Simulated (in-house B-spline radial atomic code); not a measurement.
Configurations of Ni2+, with energies counted from [Ar] 3d8. Level of theory: scalar-relativistic (X2C) HSE06, spin-polarised, spherical fractional occupations, Fermi nucleus of rms radius 3.7757 fm; calculated with a B-spline radial code for spherical atoms. Shells without spins written out take the highest spin.

Caution: exact exchange at fractional occupations of open shells leaves self-interaction of up to several eV.

Occupations are held fixed; configurations that lie above the ionisation limit could autoionise.

```
                                              configuration  E - E(ref) (eV)  highest orbital  its <r> (bohr)
                                      [Ar] 3d(4 up, 4 down)            2.246            3d up          0.9679
                                               [Ar] 3d7 4s1           6.5866            4s up            2.24
                                               [Ar] 3d7 4d1           23.055            4d up           3.977
                                               [Ar] 3d7 4f1            27.86            4f up           5.913
                 [Ne] 3s2 3p(2 up, 3 down) 3d(4 up, 5 down)           65.354            3d up            0.98
[Ne] 3s2 3p(3 up, 2 down) 3d(5 up, 3 down) 4f(1 up, 0 down)           94.823            4f up           5.912
```

Order these further configurations by energy, lowest first.
A. [Ne] 3s2 3p(3 up, 2 down) 3d(5 up, 3 down) 4d(0 up, 1 down)
B. [Ne] 3s2 3p5 3d8 4d1
C. [Ar] 3d7 4p1
D. [Ne] 3s2 3p5 3d8 4p1
E. [Ar] 3d(4 up, 3 down) 4s(0 up, 1 down)

E (11.826 eV), C (14.289 eV), D (81.171 eV), B (89.982 eV), A (90.201 eV).

How far above the reference does [Ne] 3s2 3p5 3d8 4s1 lie?

73.424 eV; its least bound orbital is 4s up with <r> = 2.231 bohr.
